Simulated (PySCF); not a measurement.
Species: C8H13FO.
SMILES: `C1C2(CC1(F)OC)CCC2`

Computed with TDDFT B3LYP/def2-SVPD, vertical, gas phase, core orbitals frozen in the response in PySCF 2.14.0, density-fitted response routines. The structure is a single PBE0-D3(BJ)/def2-SVP conformer in the gas phase; no vibrational or solvent corrections. Torsions of this conformer, `[CH3:1][O:2][C:3]1([F:4])[CH2:5][C:6]2([CH2:7][CH2:8][CH2:9]2)[CH2:10]1`: C1–O2–C3–F4 -64°.

```
state  E (eV)  E (kJ/mol)  λ (nm)       f   main configurations (H = HOMO, L = LUMO)
   S1    7.25         700   170.9  0.0021                     H→L (82%), H→L+1 (16%)
   S2    7.53         726   164.7  0.0075                     H→L+1 (76%), H→L (15%)
   S3    7.88         761   157.3   0.034                                H-1→L (88%)
   S4    7.94         766   156.2   0.064                 H-2→L (82%), H-2→L+1 (15%)
   S5    7.99         771   155.1   0.020     H-3→L (60%), H→L+2 (20%), H-3→L+1 (9%)
   S6    8.02         774   154.6   0.019    H→L+2 (25%), H-1→L+1 (24%), H→L+3 (21%)
   S7    8.05         776   154.1  0.0072                   H→L+3 (61%), H→L+2 (20%)
   S8    8.13         784   152.6  0.0095    H-1→L+1 (53%), H→L+2 (15%), H-4→L (10%)
   S9    8.20         791   151.3  0.0062     H-2→L+1 (45%), H-4→L (15%), H→L+2 (9%)
  S10    8.25         796   150.3  0.0070  H→L+4 (36%), H-3→L+1 (23%), H-2→L+1 (11%)
```

Triplets, Tamm–Dancoff:

```json
{"state": "T1", "E (eV)": "7.17", "λ (nm)": "172.9", "main configurations (H = HOMO, L = LUMO)": "H→L (74%), H→L+1 (22%)"}
{"state": "T2", "E (eV)": "7.43", "λ (nm)": "166.8", "main configurations (H = HOMO, L = LUMO)": "H→L+1 (65%), H→L (20%)"}
{"state": "T3", "E (eV)": "7.79", "λ (nm)": "159.2", "main configurations (H = HOMO, L = LUMO)": "H-1→L (66%), H-3→L (10%), H-2→L (8%)"}
{"state": "T4", "E (eV)": "7.80", "λ (nm)": "158.9", "main configurations (H = HOMO, L = LUMO)": "H-2→L (69%), H-2→L+1 (16%)"}
```

The lowest singlet lies at 7.25 eV (171 nm, vacuum ultraviolet) and is very weak; its leading configuration is HOMO→LUMO (82%). The strongest level in the table is S4 at 7.94 eV (156 nm, f = 0.064). Löwdin shares by element: HOMO oxygen 41%, carbon 28% or more (atoms not listed hold the other 31%); LUMO carbon 26% or more, hydrogen 7% or more (atoms not listed hold the other 67%). Orbital energies (eV): HOMO-3 -8.43, HOMO-2 -8.37, HOMO-1 -8.27, HOMO -7.68, LUMO 0.41, LUMO+1 0.61, LUMO+2 1.13. Weighted by f, the mean energy of these states is 7.95 eV. The listed states span 1.00 eV, and the widest gap between neighbours is 0.35 eV (S2 to S3). The vertical ionisation energy (ΔSCF) is 9.62 eV, 1.37 eV above S10. The window holds the lowest 10 singlets.
